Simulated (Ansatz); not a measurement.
Molecule: LaBr₂, charge 1, multiplicity 1. The spin state was set by rule; other spins were not relaxed. 
Coordinates optimised at B3LYP-D3(BJ)/def2-TZVP (Ansatz, an electronic-structure program):
```xyz
3

La     0.6185     0.4264     0.4459
Br    -0.6730     1.3156    -1.7184
Br    -0.3343    -2.0101     0.9922
```
Charge +1, spin multiplicity 1.

Total electronic energies in hartree. Correlated levels leave the core frozen unless marked. Spin-orbit coupling is left out. Frozen are the shells of the preceding noble gas and the d and f shells that filled before the atom's block. In def2 rows, elements after Kr have scalar-relativistic effective core potentials. CBS marks a two-point X^-3 extrapolation of the correlation energy; Hartree-Fock from the larger set. The bracket is a focal-point correction in the basis named.

| level | program | energy (Eh) |
|---|---|---|
| HF/def2-QZVPP | Ansatz | -5176.04761 |
| PBE0-D3(BJ)/def2-TZVP | Ansatz + dftd3 | -5179.21935 |
| CAM-B3LYP-D3(BJ)/def2-TZVPD | Ansatz + dftd3 | -5180.02723 |
| LC-wPBE-D3(BJ)/def2-TZVPD | Ansatz + dftd3 | -5179.12081 |
| LC-wPBE-D4/def2-TZVPD | Ansatz + dftd4 | -5179.12022 |
| B2GP-PLYP-D3(BJ)/def2-TZVPD | Ansatz + dftd3 | -5178.53013 |
| RI-MP2/def2-TZVPPD | Ansatz | -5176.30733 |
| CCSD/def2-TZVPP | Ansatz | -5176.33138 |
| RI-MP2/CBS(def2-TZVPPD,def2-QZVPPD)+[CCSD(T)-MP2]/def2-TZVPPD | Ansatz | -5176.5150 |

Totals of different functionals don't rank their quality; only differences between species are comparable.
